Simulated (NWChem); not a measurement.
Molecule: SbH, triplet; SMILES [SbH]

```xyz
2

Sb     0.0000     0.0000    -0.0125
H      0.0000     0.0000     1.7046
```
Atoms are numbered in this order, from 1.

Coordinates come from a PBE0-D3(BJ)/def2-TZVP, spin-unrestricted optimisation. No stability test was run on the SCF state. def2 effective core potentials on Sb; no spin-orbit coupling.

### Question
List the 4 lowest vertical excitations from PBE/def2-SVPD with def2 effective core potentials on Sb, spin-unrestricted, TDA (NWChem).

### Answer
```csv
state,energy (eV),oscillator strength,<S²>
state 1,3.58,0.004,2.01
state 2,3.58,0.004,2.01
state 3,4.61,0.007,2.00
state 4,4.61,0.007,2.00
```
